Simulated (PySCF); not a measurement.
**Radial density of I²⁺ (iodine, charge +2)**

UHF, [Kr] 4d10 5s1 5p4, 5s spin antiparallel (an excited configuration). All numbers are calculated (PySCF 2.14, scalar relativity by spin-free X2C-1e, in x2c-TZVPPall (8s6p4d2f, 60 functions)).

| r (bohr) | 4πr²ρ (e/bohr) | 4πr²(ρα − ρβ) |
| --- | --- | --- |
| 0.0248 | 65.82 | 0.0091 |
| 0.0417 | 60.54 | 0.0352 |
| 0.0701 | 84.91 | 0.0084 |
| 0.118 | 74.99 | -0.0097 |
| 0.198 | 69.01 | 0.0247 |
| 0.334 | 54.12 | 0.0033 |
| 0.561 | 24.95 | 0.0436 |
| 0.944 | 20.11 | -0.0254 |
| 1.59 | 4.797 | 0.2041 |
| 2.67 | 1.686 | 0.4982 |
| 4.49 | 0.1143 | 0.0578 |
| 7.56 | 0.0001687 | 0.0001 |

Densities and radii are taken from the X2C orbitals without a picture-change correction, which distorts them close to the nucleus.

With the s spin flipped the determinant is a mixture of two multiplicities, not a spectroscopic state.
